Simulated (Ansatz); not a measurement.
B₁₂P₁₂H₃₂, a nanocrystal cut from zinc blende BP (hydrogen-capped). Charge 0, multiplicity 3. Geometry r2SCAN-D4/def2-SVP, that of the neutral singlet; atoms count from 1.

Cartesian coordinates in Å:
```
B 1.684 -1.888 -2.953
B 1.331 3.432 -1.782
B -2.174 2.741 -0.348
B -1.193 -2.671 -1.674
B -3.105 -0.361 -0.370
B -0.262 0.412 -1.646
B 2.502 -0.438 -0.143
B 0.568 1.823 1.131
B -0.396 -1.252 1.106
B 1.549 -3.562 -0.187
B -2.310 1.062 2.429
B 1.049 -0.038 3.953
P 0.786 1.755 -2.618
P -0.157 -1.299 -2.625
P 2.447 -2.115 -1.160
P -2.092 1.038 -1.309
P 1.612 3.147 0.127
P -1.307 2.369 1.369
P -2.993 -2.020 -1.368
P -0.288 -2.919 0.052
P -2.223 -0.584 1.373
P 0.635 0.124 0.106
P 1.478 1.506 2.841
P 0.521 -1.533 2.816
H 1.615 -2.964 -3.521
H 2.271 -1.024 -3.583
H 2.382 3.798 -2.270
H 0.419 4.218 -1.896
H -3.344 2.987 -0.119
H -1.580 3.590 -0.981
H -1.191 -3.709 -2.302
H -4.255 -0.006 -0.211
H 3.069 0.442 -0.779
H 2.984 -0.615 0.969
H 1.486 -4.561 -0.880
H 2.052 -3.743 0.910
H -3.470 1.428 2.456
H -1.801 0.871 3.514
H 0.097 0.266 4.634
H 2.045 -0.343 4.578
H 0.083 2.070 -3.809
H 1.904 1.073 -3.153
H -0.833 -1.072 -3.860
H 3.795 -2.525 -1.343
H -2.708 1.198 -2.584
H 1.495 4.396 0.792
H 2.976 2.865 0.386
H -1.258 3.586 2.107
H -3.693 -1.895 -2.599
H -3.783 -3.020 -0.740
H -1.059 -3.876 0.775
H -2.935 -1.610 2.060
H 2.868 1.545 2.570
H 1.354 2.680 3.630
H 1.628 -2.369 2.539
H -0.277 -2.412 3.593
```

Single mean-field runs in def2-SVP are fitted with def2-universal-jkfit. At PBE0-D4/def2-SVP a singlet of charge 0 lies 5.39 eV below the triplet at the same geometry.

**Question.** Estimate the Mulliken populations of the heavy atoms from the PBE0/def2-SVP orbitals of Ansatz.

**Answer.** 
```
atom  charge (e)  spin (α − β)
  B1       -0.17         -0.02
  B2       -0.22          0.00
  B3       -0.17          0.01
  B4       -0.19         -0.07
  B5       -0.24          0.00
  B6       -0.29         -0.02
  B7       -0.14          0.10
  B8       -0.40          0.25
  B9       -0.29         -0.02
 B10       -0.17         -0.03
 B11       -0.17          0.01
 B12       -0.22          0.00
 P13        0.19          0.02
 P14        0.12          0.22
 P15        0.09          0.22
 P16        0.12          0.05
 P17        0.21          0.00
 P18        0.10          0.00
 P19        0.23          0.04
 P20        0.12          0.22
 P21        0.12          0.05
 P22       -0.06          0.26
 P23        0.21          0.00
 P24        0.19          0.02
```
Mulliken values depend strongly on the basis.

**Question.** Where does the spin sit?

**Answer.** Summed by element: B 0.21, P 1.10, H 0.69, of 2 unpaired in all. Largest on single atoms: P22 0.26, B8 0.25, P15 0.22.

**Question.** And the Mayer bond orders between heavy atoms (over 0.3)?

**Answer.** B1–P14 0.82 (1.96 Å); B1–P15 0.91 (1.96 Å); B2–P13 0.86 (1.95 Å); B2–P17 0.86 (1.95 Å); B3–P16 0.83 (1.96 Å); B3–P18 0.85 (1.96 Å); B4–P14 0.90 (1.97 Å); B4–P19 0.88 (1.94 Å); B4–P20 0.90 (1.97 Å); B5–P16 0.90 (1.97 Å); B5–P19 0.89 (1.94 Å); B5–P21 0.90 (1.97 Å); B6–P13 0.93 (1.96 Å); B6–P14 0.91 (1.97 Å); B6–P16 0.92 (1.96 Å); B6–P22 0.91 (1.99 Å); B7–P15 0.77 (1.96 Å); B7–P22 0.77 (1.97 Å); B8–P17 0.94 (1.96 Å); B8–P18 0.97 (1.97 Å); B8–P22 0.54 (1.99 Å); B8–P23 0.94 (1.96 Å); B9–P20 0.91 (1.97 Å); B9–P21 0.92 (1.96 Å); B9–P22 0.91 (1.99 Å); B9–P24 0.93 (1.96 Å); B10–P15 0.91 (1.96 Å); B10–P20 0.82 (1.96 Å); B11–P18 0.85 (1.96 Å); B11–P21 0.83 (1.96 Å); B12–P23 0.86 (1.95 Å); B12–P24 0.86 (1.95 Å).
